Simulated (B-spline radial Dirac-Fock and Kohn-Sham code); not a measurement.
## Two-hole binding energies of Pm⁴²⁺

System: the Pm⁴²⁺ ion in the configuration [Ar] 3d1.

The computed values come from a radial B-spline solver: multi-electron Dirac-Fock with separately optimised hole states, Breit and Lamb-shift corrections added in first order. U is the two-hole binding energy less the two single-hole energies, the effective repulsion of the holes after relaxation. Each two-hole energy is an average over J within one jj subconfiguration.

```
          holes  E(a) (eV)  E(b) (eV)  E(ab) (eV)  U (eV)
           1s⁻²    47703.4    47703.4     96535.2  1128.3
   1s⁻¹ 2p1/2⁻¹    47703.4     9472.6     57555.7   379.7
   1s⁻¹ 2p3/2⁻¹    47703.4     8908.9           ?       ?
   1s⁻¹ 3p1/2⁻¹    47703.4     3555.1     51413.5   154.9
           2s⁻²     9870.1     9870.1     19977.5   237.3
   2s⁻¹ 2p1/2⁻¹     9870.1     9472.6     19571.9   229.3
        2p1/2⁻²     9472.6     9472.6     19231.5   286.4
2p1/2⁻¹ 2p3/2⁻¹     9472.6     8908.9     18640.8   259.3
        2p3/2⁻²     8908.9     8908.9     18073.5   255.8
   2p1/2⁻¹ 3s⁻¹     9472.6     3717.7     13316.3   126.0
2p3/2⁻¹ 3p1/2⁻¹     8908.9     3555.1     12596.8   132.8
        3p1/2⁻²     3555.1     3555.1      7214.9   104.6
3p1/2⁻¹ 3p3/2⁻¹     3555.1     3418.2      7070.4    97.1
        3p3/2⁻²     3418.2     3418.2      6933.3    96.9
```

Problem. Give the missing two-hole energy and U.

Solution. E(ab) = 56954.5 eV and U = 342.2 eV.
